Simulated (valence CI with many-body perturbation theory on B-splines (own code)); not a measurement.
## Sn29+: M1 decay

Calculated by relativistic CI+MBPT: three valence electrons over a frozen Dirac-Fock core [Ar], radial functions for each j: 7 s, 7 p, 8 d, 6 f, 4 g, 1 h, with the one-electron correlation potential Σ1 (screened to all orders), the two-electron term Σ2, the three-electron term Σ3, Breit, model QED; selected single and double excitations, second order for the rest, scaled by the run's own slope (own B-spline code, finite nucleus).

No measured spectrum was set against this ion. As an estimate, large intervals hold to a few tenths of a per cent, small ones and those within an open d or f shell to about a per cent. Only levels of the ground parity were solved; by the run's estimate the other parity begins above the list, which can be wrong where configurations are misplaced.

Lines 51 to 69 of 69 in falling wavelength, among levels below 51.542 eV, chosen from the decays that carry over 1 % of a level's rate. Wavelengths and rates use the calculated energies. S is in atomic units (e²a₀⁴ for E2 and M2, e²a₀⁶ for E3), for M1 in squared Bohr magnetons. Weak lines are less certain than strong ones. Lines between different terms over intervals too small for the method are left out, as are lines whose strength nearly cancels. The highest levels of a list are the least certain.

Names give the largest LS component (configuration and term), which can be under half, so a name can repeat, a term be missing and a line seem to break the LS rules; names also repeat where a configuration has a term twice. Letters in brackets count levels of one name in rising energy.

| λ vac (Å) | Upper | Lower | Type | A (s⁻¹) | S (a.u.) |
| --- | --- | --- | --- | --- | --- |
| 549.1 | 3d3 2F_7/2 | 3d3 4F_7/2 | M1 | 1.46e+03 | 7.15e-02 |
| 547.6 | 3d3 2D_5/2 [a] | 3d3 4F_5/2 | M1 | 1.72e+03 | 6.27e-02 |
| 527.4 | 3d3 2D_3/2 [b] | 3d3 2D_3/2 [a] | M1 | 4.55e+03 | 9.91e-02 |
| 522.2 | 3d3 2P_3/2 | 3d3 4P_3/2 | M1 | 1.51e+03 | 3.18e-02 |
| 507.2 | 3d3 2D_3/2 [a] | 3d3 4F_3/2 | M1 | 2.36e+03 | 4.57e-02 |
| 493.7 | 3d3 2D_5/2 [b] | 3d3 2D_3/2 [a] | M1 | 1.48e+04 | 3.96e-01 |
| 479.7 | 3d3 2P_1/2 | 3d3 4F_3/2 | M1 | 3.95e+02 | 3.23e-03 |
| 467.8 | 3d3 2D_3/2 [b] | 3d3 4P_5/2 | M1 | 6.90e+02 | 1.05e-02 |
| 463.2 | 3d3 2F_7/2 | 3d3 4F_5/2 | M1 | 1.26e+03 | 3.72e-02 |
| 441.1 | 3d3 2D_5/2 [b] | 3d3 4P_5/2 | M1 | 9.30e+03 | 1.77e-01 |
| 425.6 | 3d3 2P_3/2 | 3d3 4F_5/2 | M1 | 4.70e+03 | 5.37e-02 |
| 422.5 | 3d3 2D_5/2 [b] | 3d3 2G_7/2 | M1 | 5.44e+03 | 9.13e-02 |
| 421.6 | 3d3 2D_5/2 [a] | 3d3 4F_3/2 | M1 | 2.22e+02 | 3.71e-03 |
| 382.5 | 3d3 2F_5/2 | 3d3 4F_3/2 | M1 | 1.97e+03 | 2.45e-02 |
| 368.2 | 3d3 2D_3/2 [b] | 3d3 4P_1/2 | M1 | 1.01e+03 | 7.46e-03 |
| 346.3 | 3d3 2D_3/2 [b] | 3d3 4P_3/2 | M1 | 2.68e+03 | 1.65e-02 |
| 345.4 | 3d3 2P_3/2 | 3d3 4F_3/2 | M1 | 5.12e+02 | 3.13e-03 |
| 321.1 | 3d3 2D_5/2 [b] | 3d3 4F_7/2 | M1 | 1.95e+03 | 1.44e-02 |
| 301.0 | 3d3 2D_3/2 [b] | 3d3 4F_5/2 | M1 | 2.72e+03 | 1.10e-02 |
